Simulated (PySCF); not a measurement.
# Correlation energy of Si (silicon, neutral)

[Ne] 3s2 3p1 3d1, one real determinant (an excited configuration). All numbers are calculated (PySCF 2.14, scalar relativity by spin-free X2C-1e, in aug-cc-pCVTZ-DK with one added diffuse shell each of s, p, d, f type (9s8p6d4f, 91 functions)). Frozen: [Ne]; 4 electrons correlated.

```csv
level,correlation energy (mhartree)
CCSD,-75.72
(T),-12.16
CCSD(T),-87.88
```

Diagnostics: T1 = 0.13, D1 = 0.3627, largest double amplitude 0.436.

The real determinant used has ⟨L²⟩ near 8 against 12 for a pure F term, so it mixes terms. The outer electron is Rydberg-like, and this basis confines it to a smaller radius and binds it less than a complete one would. T1 exceeds 0.03, a sign that the reference determinant is poor. A double-excitation amplitude exceeds 0.15, a sign of near-degeneracy.

Cost of the coupled-cluster step: of the order of 40 core-seconds, for 4 correlated electrons.

The reference is one real determinant that mixes LS terms of this configuration.
